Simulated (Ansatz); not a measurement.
Gas-phase electronic energies from Ansatz, PBE0-D4/def2-TZVP geometries. CBS: MP2 limit from def2 TZ/QZ plus the TZ coupled-cluster correction, frozen cores. DFT in def2-TZVPP. B3LYP here is the variant with VWN-RPA as its local correlation; programs differ in this. Each species was taken in one conformer, which may not be the lowest.

Reaction (ligand exchange at the Si–S bond): `BC[SiH2]S[SiH3]` + `[OH][Al]([F])[SH]` → `[F][Al]([SH])[O][SiH3]` + `BC[SiH2]S`

(1) Is it downhill or uphill in electronic energy at CCSD(T)/CBS, and by how much? (Best estimate.)

(2) What do these levels give: r2SCAN-D4, B3LYP, HF/def2-TZVPP, HF/def2-QZVPP, SCS-MP2/def2-QZVPP, MP2/CBS(def2)? (Estimate.)

Largest T1 diagnostic among the species: 0.012.

Results:

(1) The calculation gave: Downhill: ΔE = -46.2 kJ/mol.

(2) Ansatz gave: r2SCAN-D4 -41.9, B3LYP -64.3, HF/def2-TZVPP -87.7, HF/def2-QZVPP -90.0, SCS-MP2/def2-QZVPP -53.9, MP2/CBS(def2) -40.4 kJ/mol.

In def2-TZVPP, CCSD(T) changes the Hartree–Fock value by +37.2 kJ/mol (the triples alone add +6.8 kJ/mol) and MP2 by +43.0 kJ/mol. From PBE to PBE0 (25 % exact exchange), in def2-TZVPP and without D4, ΔE moves by −5.1 kJ/mol.
